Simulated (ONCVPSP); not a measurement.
Pseudopotential generation for antimony: ONCV, LDA (Perdew-Zunger), non-relativistic.

* Element: antimony
* Generator: ONCVPSP 4.0.1
* Type: optimised norm-conserving Vanderbilt (ONCV)
* Functional: LDA (Perdew-Zunger)
* Relativity: non-relativistic
* Frozen core: [Kr] 4d10
* Valence charge: 5
* Reference configuration: 5s1.75 5p3.25
* Partial waves: 5s: rc 1.90 bohr, ncon 4, nbas 7, qcut 2.6 1/bohr, 1 projector; 5p: rc 2.10 bohr, ncon 3, nbas 6, qcut 3.8 1/bohr, 2 projectors, debl 1.9 Ha
* Local potential: polynomial inside 1.65 bohr (lpopt 3, dvloc0 4 Ha)
* Core correction: none

All-electron outer shells of the reference configuration (LDA (Perdew-Zunger), non-relativistic, ld1.x):

| shell | level (eV) | outermost node (bohr) | outermost maximum (bohr) |
| --- | --- | --- | --- |
| 4p | -99.53 | 0.40 | 0.77 |
| 4d | -35.60 | 0.38 | 0.84 |
| 5s | -12.30 | 0.98 | 1.95 |
| 5p | -5.19 | 1.06 | 2.35 |

Problem. Estimate the cutoffs (Ha) at which the residual kinetic energy of the hardest occupied pseudo-wave falls to 1 and 0.1 mHa per electron.

Solution. 23 Ha and 30 Ha.

Problem. Does the potential have ghost states?

Solution. No bound ghost flagged; no localised positive-energy state flagged.

Problem. Which valence shell sets the plane-wave cutoff?

Solution. 5s: 23 Ha for 1 mHa per electron, against 6 Ha for 5p.

Problem. Tests: 5s2 5p3; 5s2 5p2; 5s2 5p1; 5s2 5p0. Which has the largest error in its energy relative to the reference configuration, and how large is it?

Solution. 5s2 5p0, with +144 meV (all-electron minus pseudo) on +47.71 eV.
